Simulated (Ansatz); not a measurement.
Species: sum formula HBO₂F (charge 0, doublet). It need not be the lowest isomer of its formula. 
Geometry from a B3LYP-D3(BJ)/def2-TZVP (Ansatz, an electronic-structure program) optimisation:
SMILES: FB(O)[O]
```xyz
5

B     -0.0319     0.0105     0.0033
F     -0.1548     1.3308    -0.0402
O     -1.1504    -0.7531     0.1684
O      1.1926    -0.5604    -0.1157
H      1.2144    -1.5222    -0.0761
```
Charge 0, spin multiplicity 2.

Total electronic energies in hartree. Cores are frozen in the correlated levels unless marked. UHF or UKS for open shells. No spin-orbit coupling. No relativistic terms. Basis-set limits of correlation are two-point, X^-3; Hartree-Fock from the larger set (for Q and 5 zeta extrapolated as (X+1)exp(-9√X)).

```json
[
 {"level": "HF/cc-pVDZ", "program": "Ansatz", "energy (Eh)": "-274.57036"},
 {"level": "HF/cc-pV5Z", "program": "Ansatz", "energy (Eh)": "-274.69388"},
 {"level": "RI-HF/aug-cc-pVQZ", "program": "Ansatz", "energy (Eh)": "-274.68928"},
 {"level": "BLYP/def2-TZVPD", "program": "Ansatz", "energy (Eh)": "-275.91677"},
 {"level": "PBE0-D3(BJ)/def2-TZVP", "program": "Ansatz + dftd3", "energy (Eh)": "-275.66037"},
 {"level": "B2GP-PLYP-D3(BJ)/def2-TZVPD", "program": "Ansatz + dftd3", "energy (Eh)": "-275.73471"},
 {"level": "RPA@PBE/cc-pVTZ", "program": "Ansatz", "energy (Eh)": "-275.80222"},
 {"level": "MP2/CBS(cc-pVQZ,cc-pV5Z)", "program": "Ansatz", "energy (Eh)": "-275.5798"},
 {"level": "CCSD(T)/CBS(cc-pVQZ,cc-pV5Z)", "program": "Ansatz", "energy (Eh)": "-275.6092"}
]
```

Totals of different functionals don't rank their quality; only differences between species are comparable.
